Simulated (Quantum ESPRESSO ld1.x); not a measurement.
Question: The mean radii <r> (bohr) of the occupied orbitals of an atom or ion are listed with their occupations. Method: scalar-relativistic Kohn-Sham, LDA (Slater exchange, VWN5 correlation), spin-polarised, spherical densities, point nucleus; computed with ld1.x of Quantum ESPRESSO 7.5.

| orbital | occ. | <r> |
|---|---|---|
| 1s up | 1 | 0.01836 |
| 1s down | 1 | 0.01836 |
| 2s up | 1 | 0.07756 |
| 2s down | 1 | 0.07756 |
| 2p up | 3 | 0.06942 |
| 2p down | 3 | 0.06942 |
| 3s up | 1 | 0.1992 |
| 3s down | 1 | 0.1991 |
| 3p up | 3 | 0.1988 |
| 3p down | 3 | 0.1987 |
| 3d up | 5 | 0.1793 |
| 3d down | 5 | 0.1793 |
| 4s up | 1 | 0.4060 |
| 4s down | 1 | 0.4061 |
| 4p up | 3 | 0.4182 |
| 4p down | 3 | 0.4183 |
| 4d up | 1 | 0.4170 |

Name the element and its charge. Open shells, if any, are filled with parallel spins first.

Answer: Z = 74, tungsten, charge +37: W37+ in [Kr] 4d1. The 1s radius gives Z: for a bare nucleus <r> = (2 gamma + 1)/(2Z) with gamma = sqrt(1 - (Z/c)^2), 0.01813 bohr for Z = 74, and screening makes it slightly larger (0.01836 here). The occupations add up to 37, and the charge is Z minus that.
